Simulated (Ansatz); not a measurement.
`C[O][SnH2][OH]` + H₂O → `[OH][SnH2][OH]` + CH₃OH  (formal hydrolysis of the Sn–O bond)

Isolated molecules relaxed with PBE0-D4/def2-TZVP in Ansatz; ΔE leaves out vibrations. CCSD(T)/CBS is the MP2 limit (def2-TZVPP, def2-QZVPP) plus CCSD(T) − MP2 in def2-TZVPP, frozen cores. This one scheme is used for every species. DFT in def2-TZVPP. B3LYP here is the variant with VWN-RPA as its local correlation; programs differ in this. Elements past krypton have def2 core potentials. For Sn outer-core shells are correlated without core-valence functions, which leaves a few kJ/mol of doubt a bond. One conformer a species, not always the lowest.

`C[O][SnH2][OH]`:

Z-matrix (Å, degrees):
```
C
O 1 1.404
H 1 1.094 2 108.3
H 1 1.099 2 112.6 3 -118.8
H 1 1.099 2 112.6 3 118.8
Sn 2 1.962 1 121.3 3 -179.8
O 6 1.952 2 101.0 1 -179.9
H 6 1.706 2 110.0 1 -64.1
H 6 1.707 2 109.9 1 64.2
H 7 0.961 6 110.9 2 -0.5
```

H₂O:

```xyz
3

O    -0.069    0.185   -0.335
H     0.779    0.047    0.090
H    -0.710   -0.232    0.245
```

`[OH][SnH2][OH]`:

Cartesian coordinates in Å:
```
O 0.110 -0.935 1.397
Sn -0.341 0.460 0.093
O 0.574 0.011 -1.583
H -0.176 -1.812 1.128
H -1.986 0.418 -0.329
H 0.289 1.875 0.793
H 1.530 -0.017 -1.499
```

CH₃OH:

Cartesian coordinates in Å:
```
C -0.106 0.076 0.332
O -0.186 0.020 -1.074
H -1.017 0.559 0.685
H 0.751 0.667 0.679
H -0.051 -0.921 0.787
H 0.608 -0.401 -1.408
```

| level | ΔE (kJ/mol) | difference from CCSD(T)/CBS |
| --- | --- | --- |
| PBE0-D4 | -8.8 | -4.2 |
| B3LYP-D4 | -8.3 | -3.7 |
| ωB97M-V | -9.8 | -5.2 |
| PBE | -13.2 | -8.6 |
| r2SCAN | -10.6 | -6.0 |
| HF/def2-TZVPP | -11.5 | -6.9 |
| SCS-MP2/def2-TZVPP | -8.6 | -4.0 |
| HF/CBS(def2) | -10.9 | -6.3 |
| MP2/CBS(def2) | -4.1 | 0.5 |
| CCSD/CBS(def2) | -5.2 | -0.6 |
| CCSD(T)/CBS | -4.6 | 0 |

Largest T1 diagnostic among the species: 0.014.

The D4 term adds +4.9 kJ/mol with B3LYP and +2.8 kJ/mol with PBE0; it sums over pairs of atoms, weighted by their polarisabilities, and B3LYP, whose exchange is more repulsive, gets the larger term. In def2-TZVPP, CCSD(T) changes the Hartree–Fock value by +4.0 kJ/mol (the triples alone add +0.6 kJ/mol) and MP2 by +4.5 kJ/mol.
